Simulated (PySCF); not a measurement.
# BeI, MP2: how much the basis matters

PySCF, UHF reference; doublet, unpaired electrons σ ↑; De to Be + I without counterpoise correction. Frozen cores follow the default of each basis and core potential.

```json
{"basis": "def2-SVP", "relativity": "scalar-relativistic core potentials", "functions": "35", "Re (Å)": "2.221", "ωe (cm⁻¹)": "602", "De (eV)": "2.60", "frozen orbitals": "4"}
{"basis": "x2c-SVPall", "relativity": "spin-free X2C", "functions": "45", "Re (Å)": "2.228", "ωe (cm⁻¹)": "603", "De (eV)": "2.65", "frozen orbitals": "18"}
{"basis": "aug-cc-pVDZ/aug-cc-pVDZ-PP", "relativity": "scalar-relativistic core potentials", "functions": "55", "Re (Å)": "2.199", "ωe (cm⁻¹)": "620", "De (eV)": "2.80", "frozen orbitals": "4"}
{"basis": "def2-TZVPP", "relativity": "scalar-relativistic core potentials", "functions": "69", "Re (Å)": "2.194", "ωe (cm⁻¹)": "609", "De (eV)": "2.81", "frozen orbitals": "4"}
```

Question: How does each smaller set differ from the one with most functions, def2-TZVPP?

Answer: def2-SVP: +2.7 pm, -1.1 % in ωe, -0.21 eV in De; x2c-SVPall: +3.4 pm, -1.0 % in ωe, -0.16 eV in De; aug-cc-pVDZ/aug-cc-pVDZ-PP: +0.5 pm, +1.8 % in ωe, -0.01 eV in De. All at MP2; the set with most functions is neither the basis-set limit nor always the best. The rows treat relativity differently, so the differences are not basis effects alone.

Correlated steps freeze the inner cores (4 to 18 orbitals); shallow outer-core shells are correlated. Correlated levels converge slowly with the basis: in double zeta they bind strong bonds too weakly, by up to about 1 eV, and carry superposition errors of some tenths. Spin–orbit coupling is left out, which matters for elements this heavy, above all for dissociation energies. The state was picked by a PBE0 search and need not be the measured ground state.
